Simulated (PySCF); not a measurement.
C₈H₁₀NP.
SMILES with atom numbers: `[CH2:1]=[C:2]([CH3:3])[PH:4][c:5]1[cH:6][cH:7][n:8][cH:9][cH:10]1` (hydrogens: H11, H12 on C1; H13, H14, H15 on C3; H16 on P4; H17 on C6; H18 on C7; H19 on C9; H20 on C10)

Structure used (PBE0-D3(BJ)/def2-SVP), in Å, numbered top down from 1:
```
atom  x, y, z in Å
C1    -2.540    0.606   -1.664
C2    -1.821   -0.332   -1.033
C3    -2.120   -0.808    0.355
P4    -0.379   -1.026   -1.945
C5     0.967   -0.651   -0.749
C6     1.914   -1.604   -0.361
C7     2.957   -1.218    0.480
N8     3.112    0.017    0.949
C9     2.212    0.925    0.578
C10    1.137    0.651   -0.265
H11   -3.402    1.079   -1.180
H12   -2.297    0.926   -2.682
H13   -2.332   -1.889    0.359
H14   -1.252   -0.653    1.018
H15   -2.985   -0.283    0.786
H16   -0.534   -2.393   -1.557
H17    1.843   -2.642   -0.699
H18    3.704   -1.956    0.795
H19    2.351    1.938    0.972
H20    0.432    1.445   -0.532
```

Level: PBE0/pcSseg-1 in PySCF, non-relativistic, on one gas-phase PBE0-D3(BJ)/def2-SVP geometry that isn't relaxed in the solvent. The solvent is an IEF-PCM continuum (cavity from Bondi-type radii × 1.2). Only the electrostatic response of the medium enters.

Gas phase at PBE0/pcSseg-1: HOMO -7.01 eV, LUMO -1.04 eV, dipole 2.48 D.

Task: What does the continuum do to the energy, the frontier levels and the dipole at PBE0/pcSseg-1 in benzene and dimethylsulfoxide?

Result: 
| solvent | ε | E(solvent) − E(gas) (kJ/mol) | polarisation term (kJ/mol) | distortion of the solute (kJ/mol) | HOMO (eV) | LUMO (eV) | dipole (D) |
| --- | --- | --- | --- | --- | --- | --- | --- |
| benzene | 2.271 | -11.25 | -12.06 | 0.81 | -6.99 | -1.03 | 2.86 |
| dimethylsulfoxide | 46.83 | -25.93 | -30.49 | 4.56 | -7.00 | -1.07 | 3.37 |

Polarisation term: ½ Σ q·V over the induced surface charges. Distortion: the rise of the solute's own energy as its density leaves the gas-phase optimum. From benzene to dimethylsulfoxide the lowering changes by a factor 2.30, Onsager's factor (ε − 1)/(2ε + 1) by 2.11 and ε itself by 20.6.

Task: Which radius a makes the point-dipole formula ΔE = −[(ε − 1)/(2ε + 1)]·μ²/a³ give the value in dimethylsulfoxide, with the gas-phase dipole?

Result: μ = 0.975 au and |ΔE| = 0.00988 Eh give a = 1.90 Å; the farthest nucleus lies 4.13 Å from the centroid of the nuclei, so such a sphere wouldn't even hold the nuclei. The formula assumes a rigid point dipole at the centre of a sphere.

Task: Give the dipole vector in the frame of the coordinates (D, pointing from negative to positive charge), gas and dimethylsulfoxide.

Result: Gas (-2.42, -0.52, -0.08), solvent (-3.24, -0.88, -0.21). Its length changes by +36 % and its direction by 4°.

Task: Which Hirshfeld charges (PBE0/pcSseg-1) respond most in benzene (means over atoms taken as equivalent)?

Result: 
```csv
atoms,environment,gas (e),solvent (e),change
N8,pyridine-type nitrogen,-0.168,-0.183,-0.015
P4,phosphine phosphorus,+0.124,+0.118,-0.006
H16,P–H hydrogen,-0.011,-0.006,+0.005
H17/H20,aromatic hydrogen,+0.048,+0.052,+0.004
C7/C9,aromatic CH next to a ring nitrogen,+0.017,+0.014,-0.003
H11,vinylic hydrogen,+0.049,+0.052,+0.003
```
